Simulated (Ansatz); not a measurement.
```yaml
crystal:
  periodic: [false, false, false]
  atoms:
    - {symbol: Cd, position_ang: [-0.920794, -1.065002, 1.345782]}
    - {symbol: Cd, position_ang: [0.623833, 0.882643, -1.620553]}
    - {symbol: Se, position_ang: [-1.447964, -0.889261, -1.338119]}
    - {symbol: F, position_ang: [2.268005, 2.296870, -1.873834]}
    - {symbol: F, position_ang: [-0.523079, -1.225251, 3.486714]}
basis:
  gaussian: {orbitals: STO-3G, nuclear_model: gaussian, point_charges: [{charge: 2.00, position_ang: [4.852, -0.654, 0.599]}]}
hamiltonian: {xc: {name: CAM-B3LYP}, dispersion: d3bjatm}
scf: {omitted_lower_state_checks: [starts]}
```

```sh
$ ansatz run in.yaml --threads 4 --pin off --events-out ev --progress --plain --max-ram 3916MiB
```

Output, abridged:

```
Functional definition: CAM-B3LYP
1035 factors; integrals over basis functions are off by at most 6.0e-4 eV
182 factors; integrals over basis functions are off by at most 1.1e-5 eV
mean field evaluation 1: about -364596.8631 eV, gradient 3.6e1 eV
mean field evaluation 2: about -364524.8156 eV, gradient 1.9e2 eV
mean field evaluation 4: about -364604.1657 eV, gradient 5.1e0 eV
mean field evaluation 8: about -364604.2457 eV, gradient 2.5e-1 eV
mean field evaluation 16: about -364604.2461 eV, gradient 2.6e-5 eV
mean field -364604.24612968 eV, -13398.9589076315 hartree, gradient 2.6e-5 eV, S^2 0.000000; 0 other end points of the search recorded, 0 dependent functions left out
reference -364604.24622924 eV, -13398.9589112901 hartree; 74, 74 occupied and 8, 8 virtual orbitals, 1035 factors
Total energy: -364604.39409239 eV, -13398.9643451607 hartree
Checks for a lower state left out: starts
```

Run time 1.4 s (4 threads of Intel Xeon on a shared host).
